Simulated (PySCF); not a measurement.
Excitations are Tamm–Dancoff values on a coarser integration grid. The basis has no diffuse functions, so Rydberg states are missing or too high.

Species: C2HNO, SMILES `C(#N)C=O` (charge 0, multiplicity 1).

Predict the T1 excitation (TDA), S1 excitation (TDA) and HOMO from PBE-D3(BJ)/def2-TZVP // CAM-B3LYP-D3(BJ)/def2-TZVP (PySCF 2.14.0).


```yaml
T1 excitation (TDA): 2.94 eV
S1 excitation (TDA): 3.59 eV
HOMO: -7.45 eV
```
